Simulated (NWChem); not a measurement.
# C₅H₅FSi; SMILES C#CC([SiH3])=C=CF

All runs: NWChem. Medium grid unless said otherwise, to which SCAN and Minnesota functionals are sensitive. The geometry was optimised at B3LYP/6-31G* (spherical d). Hybrids' shares of exact exchange are those that their runs print; pure functionals count as 0. The functionals differ in more than this share.

| row | share of exact exchange | orbital gap (eV) |
|---|---|---|
| PBE/def2-SVP | 0.00 | 3.69 |
| LDA (Slater exchange, VWN5)/def2-SVP | 0.00 | 3.63 |
| B3LYP/def2-SVP | 0.20 | withheld |
| PW6B95/def2-SVP | 0.28 | 6.06 |
| M06-2X/def2-SVP | 0.54 | 7.91 |

Question: Fit a straight line of the last column on the one before it, predict the withheld value, and compare with the run.

Answer: 
1. Means of the 4 shown rows: x = 0.205, y = 5.322. Slope Σ(x − x̄)(y − ȳ)/Σ(x − x̄)² = 1.604/0.2019 = 7.943; intercept 3.694.
2. The shown rows scatter about the line by 0.086 (root mean square); the largest residual is +0.14, at PW6B95/def2-SVP.
3. At x = 0.20 (B3LYP/def2-SVP; inside the shown range) the line gives 5.28.
4. The run gives 5.47, +0.19 from the line, 2.2 times the scatter.
